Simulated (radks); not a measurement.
Results of a calculation; reference values are marked as such.
Task: The mean radii <r> (bohr) of the occupied orbitals of an atom or ion are listed with their occupations. Level of theory: scalar-relativistic Kohn-Sham, Slater X-alpha with alpha = 0.964, spin-unpolarised, spherical densities, point nucleus (a radial shooting solver on a logarithmic mesh with Libxc functionals).

| orbital | occ. | <r> |
|---|---|---|
| 1s | 2 | 0.06854 |

Name the element and its charge.

Result: Z = 22, titanium, charge +20: Ti20+ in [He]. The 1s radius gives Z: for a bare nucleus <r> = (2 gamma + 1)/(2Z) with gamma = sqrt(1 - (Z/c)^2), 0.06759 bohr for Z = 22, and screening makes it slightly larger (0.06854 here). The occupations add up to 2, and the charge is Z minus that.
